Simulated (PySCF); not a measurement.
Stepwise substitution at one centre (Al H-CH3). Isolated molecules, 0 K electronic values unless said otherwise. Strings in code marks are SMILES.

Calculation: PBE-D3(BJ)/def2-TZVP // M06-2X/def2-TZVP (PySCF 2.14.0). All candidates: neutral, multiplicity 1. 

```
Property         Result
-------------  --------
HOMO           -7.31 eV
dipole moment    0.00 D
LUMO           -2.52 eV
```

**Question.** Name which member has these values.
(A) `[AlH3]`
(B) `[CH3][AlH2]`
(C) `[CH3][AlH][CH3]`
(D) `[CH3][Al]([CH3])[CH3]`

**Answer.** A, `[AlH3]`. The others give `[CH3][AlH2]`: -6.81 eV, 0.77 D, -2.05 eV; `[CH3][Al]([CH3])[CH3]`: -6.25 eV, 0.00 D, -1.12 eV; `[CH3][AlH][CH3]`: -6.47 eV, 0.68 D, -1.58 eV
